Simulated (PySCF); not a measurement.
Delta-SCF ions had no search for a lower state. Excitations are Tamm–Dancoff values on a coarser integration grid. The basis has no diffuse functions, so Rydberg states are missing or too high.

Z-matrix (Å, degrees):
```
B
N 1 1.4408
C 2 1.4366 1 123.05
H 3 1.0980 2 110.35 1 4.87
H 3 1.1079 4 107.54 2 -121.39
H 3 1.1090 4 108.02 5 -114.77
C 2 1.4366 3 113.92 4 -175.12
H 7 1.0980 2 110.35 3 -175.12
H 7 1.1079 8 107.54 2 -121.39
H 7 1.1090 8 108.02 9 -114.78
N 1 1.4408 2 120.00 3 33.22
C 11 1.4366 1 123.05 2 33.22
H 12 1.0980 11 110.35 1 4.86
H 12 1.1079 13 107.54 11 -121.39
H 12 1.1090 13 108.02 14 -114.77
C 11 1.4366 12 113.92 13 -175.13
H 16 1.0980 11 110.35 12 -175.13
H 16 1.1079 17 107.54 11 -121.39
H 16 1.1090 17 108.02 18 -114.77
N 1 1.4409 2 120.00 3 -146.78
C 20 1.4366 1 123.04 2 33.26
H 21 1.0980 20 110.35 1 4.84
H 21 1.1079 22 107.54 20 -121.39
H 21 1.1090 22 108.02 23 -114.77
C 20 1.4366 21 113.92 22 -175.17
H 25 1.0980 20 110.35 21 -175.17
H 25 1.1079 26 107.54 20 -121.39
H 25 1.1090 26 108.02 27 -114.77
```
Charge 0, multiplicity 1.

Question: Predict the vertical ionisation energy (Delta-SCF), dipole moment, T1 excitation (TDA), brightest of the four lowest singlets (TDA) and total energy from PBE0-D4/def2-TZVP // PBE0-D4/def2-SVP in PySCF.

Answer: 
```yaml
vertical ionisation energy (Delta-SCF): 7.50 eV
dipole_moment: 0.00 D
T1 excitation (TDA): 5.47 eV
brightest of the four lowest singlets (TDA): 6.44 eV
total_energy: -428.3098 Ha
```
